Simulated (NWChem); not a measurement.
Everything below was run with NWChem. System: CSi, charge 0, spin multiplicity 3, at a geometry optimised with UPBE/def2-SVP. The structure started from a generated list of species. Its SCF solution wasn't tested for a lower state. Level: UPBE/def2-TZVP.

Part of the output:

```
             Northwest Computational Chemistry Package (NWChem) 7.3.0
             --------------------------------------------------------

                                NWChem Input Module
                                -------------------

 Scaling coordinates for geometry "geometry" by  1.889725989
 (inverse scale =  0.529177249)

 Turning off AUTOSYM since
 SYMMETRY directive was detected!

                             Geometry "geometry" -> ""
                             -------------------------

 Output coordinates in angstroms (scale by  1.889725989 to convert to a.u.)

  No.       Tag          Charge          X              Y              Z
 ---- ---------------- ---------- -------------- -------------- --------------
    1 Si                  14.0000     0.00000000     0.00000000     0.52119200
    2 C                    6.0000     0.00000000     0.00000000    -1.21611600

 Effective nuclear repulsion energy (a.u.)      25.5860727723

            Nuclear Dipole moment (a.u.)
            ----------------------------
        X                 Y               Z
 ---------------- ---------------- ----------------
     0.0000000000     0.0000000000    -0.0000151178

      Symmetry information
      --------------------

 Group name             C2v
 Group number             16
 Group order               4
 No. of unique centers     2

      Symmetry unique atoms

     1    2


 Summary of "ao basis" -> "" (spherical)
 ------------------------------------------------------------------------------
       Tag                 Description            Shells   Functions and Types
 ---------------- ------------------------------  ------  ---------------------
 *                         def2-tzvp                  on all atoms

  pbe96 is a nonlocal functional; adding pw91lda local functional.

                                 NWChem DFT Module
                                 -----------------

 Summary of "ao basis" -> "ao basis" (spherical)
 ------------------------------------------------------------------------------
       Tag                 Description            Shells   Functions and Types
 ---------------- ------------------------------  ------  ---------------------
 Si                        def2-tzvp                13       37   5s5p2d1f
 C                         def2-tzvp                11       31   5s3p2d1f

 Summary of "ao basis" -> "ao basis" (spherical)
 ------------------------------------------------------------------------------
       Tag                 Description            Shells   Functions and Types
 ---------------- ------------------------------  ------  ---------------------
 Si                        def2-tzvp                13       37   5s5p2d1f
 C                         def2-tzvp                11       31   5s3p2d1f

      Symmetry analysis of basis
      --------------------------

        a1         30
        a2          6
        b1         16
        b2         16

            General Information
            -------------------
          SCF calculation type: DFT
          Wavefunction type:  spin polarized.
          No. of atoms     :     2
          No. of electrons :    20
           Alpha electrons :    11
            Beta electrons :     9
          Charge           :     0
          Spin multiplicity:     3
          Use of symmetry is: on ; symmetry adaption is: on
          Maximum number of iterations: 100
          AO basis - number of functions:    68
                     number of shells:    24
          Convergence on energy requested:  1.00D-06
          Convergence on density requested:  1.00D-05
          Convergence on gradient requested:  5.00D-04

              XC Information
              --------------
          PerdewBurkeErnzerhof Exchange Functional  1.000
            Perdew 1991 LDA Correlation Functional  1.000 local
           PerdewBurkeErnz. Correlation Functional  1.000 non-local

             Grid Information
             ----------------
          Grid used for XC integration:  medium
          Radial quadrature: Mura-Knowles
          Angular quadrature: Lebedev.
          Tag              B.-S. Rad. Rad. Pts. Rad. Cut. Ang. Pts.
          ---              ---------- --------- --------- ---------
[...]
 Vector   14  Occ=0.000000D+00  E= 1.119956D-02  Symmetry=a1
              MO Center= -9.8D-16,  8.0D-16,  8.5D-01, r^2= 4.9D+00
   Bfn.  Coefficient  Atom+Function         Bfn.  Coefficient  Atom+Function
  ----- ------------  ---------------      ----- ------------  ---------------
     5      2.187141  1 Si s                 42     -2.022514  2 C  s
    20     -1.781456  1 Si pz                51     -0.922677  2 C  pz
    17     -0.439986  1 Si pz                41     -0.339031  2 C  s
    48     -0.265898  2 C  pz                45     -0.153149  2 C  pz
    23     -0.144607  1 Si d  0              40     -0.134946  2 C  s

                     DFT Final Beta Molecular Orbital Analysis
                     -----------------------------------------

 Vector    7  Occ=1.000000D+00  E=-5.373196D-01  Symmetry=a1
              MO Center= -5.7D-16, -1.7D-15, -5.7D-01, r^2= 1.1D+00
   Bfn.  Coefficient  Atom+Function         Bfn.  Coefficient  Atom+Function
  ----- ------------  ---------------      ----- ------------  ---------------
     4      0.407255  1 Si s                 41      0.309348  2 C  s
    40      0.295037  2 C  s                  3     -0.247387  1 Si s
    39     -0.180209  2 C  s                  5      0.154899  1 Si s
    17     -0.115715  1 Si pz                45      0.115704  2 C  pz
    38     -0.085710  2 C  s                 42      0.067673  2 C  s

 Vector    8  Occ=1.000000D+00  E=-3.187561D-01  Symmetry=a1
              MO Center= -3.9D-16,  2.9D-15,  2.8D-01, r^2= 2.5D+00
   Bfn.  Coefficient  Atom+Function         Bfn.  Coefficient  Atom+Function
  ----- ------------  ---------------      ----- ------------  ---------------
     4      0.574534  1 Si s                  5      0.428068  1 Si s
     3     -0.328140  1 Si s                 41     -0.284002  2 C  s
    40     -0.217683  2 C  s                 42     -0.179025  2 C  s
    17      0.173101  1 Si pz                39      0.129732  2 C  s
     2      0.076094  1 Si s                 20      0.071154  1 Si pz

 Vector    9  Occ=1.000000D+00  E=-2.071119D-01  Symmetry=b2
              MO Center= -7.6D-16,  3.9D-15, -4.2D-01, r^2= 2.2D+00
   Bfn.  Coefficient  Atom+Function         Bfn.  Coefficient  Atom+Function
  ----- ------------  ---------------      ----- ------------  ---------------
    16      0.353378  1 Si py                44      0.300939  2 C  py
    47      0.257857  2 C  py                19      0.218853  1 Si py
    50      0.165568  2 C  py                 7     -0.126565  1 Si py
    13      0.122491  1 Si py                10     -0.058601  1 Si py
    22     -0.040565  1 Si d -1              27     -0.034917  1 Si d -1

 Vector   10  Occ=0.000000D+00  E=-1.906162D-01  Symmetry=b1
              MO Center= -4.5D-15, -6.3D-16, -3.3D-01, r^2= 2.3D+00
   Bfn.  Coefficient  Atom+Function         Bfn.  Coefficient  Atom+Function
  ----- ------------  ---------------      ----- ------------  ---------------
    15      0.363355  1 Si px                43      0.278417  2 C  px
    18      0.247718  1 Si px                46      0.239575  2 C  px
    49      0.161633  2 C  px                 6     -0.133371  1 Si px
    12      0.133062  1 Si px                 9     -0.061449  1 Si px
    24      0.035601  1 Si d  1

 Vector   11  Occ=0.000000D+00  E=-1.731667D-01  Symmetry=a1
              MO Center=  4.6D-15, -6.6D-15, -7.8D-01, r^2= 2.7D+00
   Bfn.  Coefficient  Atom+Function         Bfn.  Coefficient  Atom+Function
  ----- ------------  ---------------      ----- ------------  ---------------
    45     -0.353693  2 C  pz                17      0.328856  1 Si pz
    42      0.312116  2 C  s                 48     -0.259844  2 C  pz
     5      0.211026  1 Si s                 51     -0.202185  2 C  pz
    20      0.182739  1 Si pz                41      0.144407  2 C  s
    14      0.136331  1 Si pz                 8     -0.128806  1 Si pz

 Vector   12  Occ=0.000000D+00  E=-7.180856D-02  Symmetry=b2
              MO Center= -6.8D-16, -6.5D-16,  3.8D-02, r^2= 3.3D+00
   Bfn.  Coefficient  Atom+Function         Bfn.  Coefficient  Atom+Function
  ----- ------------  ---------------      ----- ------------  ---------------
    19      0.527699  1 Si py                16      0.379234  1 Si py
    50     -0.379523  2 C  py                44     -0.320642  2 C  py
    47     -0.260421  2 C  py                13      0.124294  1 Si py
     7     -0.121469  1 Si py                27      0.105745  1 Si d -1
    22      0.074374  1 Si d -1              10     -0.055584  1 Si py

   alpha - beta orbital overlaps
   -----------------------------

   alpha      1      2      3      4      5      6      7      8      9     10
    beta      1      2      3      4      6      5      7      8     10     11
 overlap   1.000  1.000  1.000  1.000  1.000  1.000  0.995  0.962  0.978  0.964

   alpha     11     12     13     14     15     16     17     18     19     20
    beta      9     13     12     14     15     17     20     16     18     19
 overlap   0.993  0.976  0.993  0.995  0.967  0.995  0.737  0.999  1.000  0.709

   alpha     21     22     23     24     25     26     27     28     29     30
    beta     23     21     22     25     24     26     27     28     29     31
 overlap   0.925  0.996  0.997  0.925  0.997  0.998  0.997  1.000  0.998  0.991

   alpha     31     32     33     34     35     36     37     38     39     40
    beta     30     34     32     33     36     35     38     37     41     40
 overlap   0.996  0.976  1.000  0.982  0.975  0.996  0.966  0.992  0.881  1.000

   alpha     41     42     43     44     45     46     47     48     49     50
    beta     39     43     42     46     47     44     45     48     50     49
 overlap   0.875  0.996  0.998  0.986  0.996  0.987  0.998  0.997  0.999  1.000

   alpha     51     52     53     54     55     56     57     58     59     60
    beta     51     52     53     54     55     57     56     59     58     60
 overlap   0.999  1.000  0.999  0.999  0.998  0.999  1.000  0.988  0.999  0.987

   alpha     61     62     63     64     65     66     67     68
    beta     62     61     63     64     65     66     67     68
 overlap   0.999  1.000  0.998  1.000  1.000  1.000  1.000  1.000

     --------------------------
     Expectation value of S2:
     --------------------------
      <S2> =      2.0178 (Exact =     2.0000)

 center of mass
 --------------
 x =   0.00000000 y =   0.00000000 z =  -0.00056913

 moments of inertia (a.u.)
 ------------------
          90.515545505978           0.000000000000           0.000000000000
           0.000000000000          90.515545505978           0.000000000000
           0.000000000000           0.000000000000           0.000000000000

     Multipole analysis of the density
     ---------------------------------

     L   x y z        total         alpha         beta         nuclear
     -   - - -        -----         -----         ----         -------
     0   0 0 0     -0.000000    -11.000000     -9.000000     20.000000

     1   1 0 0     -0.000000     -0.000000     -0.000000      0.000000
     1   0 1 0     -0.000000     -0.000000     -0.000000      0.000000
     1   0 0 1      0.663457      1.951508     -1.288036     -0.000015

     2   2 0 0    -12.899678     -8.452066     -4.447612      0.000000
     2   1 1 0     -0.000000     -0.000000     -0.000000      0.000000
     2   1 0 1     -0.000000     -0.000000      0.000000      0.000000
     2   0 2 0    -15.305374     -8.308627     -6.996747      0.000000
     2   0 1 1      0.000000      0.000000      0.000000      0.000000
     2   0 0 2    -14.687460    -36.813230    -23.143199     45.268969

 Task  times  cpu:        1.9s     wall:        1.9s

 Total times  cpu:        2.0s     wall:        2.0s
```

Write an NWChem input that would produce this output.

This is not unique; one that fits is 
```
start mol
memory heap 200 mb stack 900 mb global 1100 mb
geometry units angstroms nocenter noautoz
  Si     0.000000     0.000000     0.521192
  C      0.000000     0.000000    -1.216116
  symmetry group C2v
end
basis spherical
  * library def2-tzvp
end
dft
  xc xpbe96 cpbe96
  odft
  mult 3
  semidirect memsize 60000000 filesize 0
  iterations 100
end
task dft energy
```
